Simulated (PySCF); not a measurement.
A series of derivatives of C[N+]1(C)[BH2-]CCC1

Parent skeleton `[CH3:1][N+:2]1([CH3:3])[BH2-:4][CH2:5][CH2:6][CH2:7]1`; one hydrogen on atom 1 is replaced by X. Hydrogens on one atom are averaged.

Non-relativistic, one averaged value for each set of equivalent atoms, isolated molecule, single conformer. PBE0-D3(BJ)/def2-SVP geometry; shieldings: GIAO PBE0/pcSseg-1; PySCF 2.14.

Referencing at the same level of theory: $^{13}$C (σ = 184.41 ppm) and $^{1}$H (σ = 31.27 ppm) against TMS; $^{15}$N (σ = 265.67 ppm) vs NH3; $^{11}$B (σ = 100.73 ppm) vs BF3·OEt2.

Parent (X = H): C1 49.7, N2 71.4, C3 49.7, B4 -6.1, C5 10.3, C6 25.8, C7 66.1, H(C1) 2.37, H(C3) 2.37 ppm. Effects are Δδ = δ(X) − δ(H), positive for deshielding.

Q: Give Δδ (ppm) for X = CH=NMe, allyl, OCH3, cPr.

A: 
```tsv
X	SMILES	C1	N2	C3	B4	C5	C6	C7	H(C1)	H(C3)
CH=NMe	C/N=C/C[N@+]1(C)[BH2-]CCC1	+20.1	-1.4	+5.8	+1.0	+10.3	+4.3	-2.9	+0.82	+0.06
allyl	C=CCC[N@+]1(C)[BH2-]CCC1	+14.8	+4.9	-6.5	+1.4	-2.1	-0.1	-4.5	+0.36	-0.14
OCH3	COC[N@@+]1(C)[BH2-]CCC1	+35.9	+12.3	-2.1	-2.4	+0.0	+0.1	-7.6	+1.19	+0.12
cPr	C[N@+]1(CC2CC2)[BH2-]CCC1	+21.6	+11.0	-5.2	-1.6	-0.9	-0.8	+1.1	-0.12	-0.02
```

Q: Which position responds most, and to which substituents?

A: C1: from +14.8 ppm with allyl to +35.9 ppm with OCH3.

Experimental scales use liquid or dissolved standards, which lie at an offset from isolated NH3 (liquid NH3: subtract about 20 ppm). Unscaled 15N shifts of sp2 nitrogen come out 20 to 40 ppm too high even then.
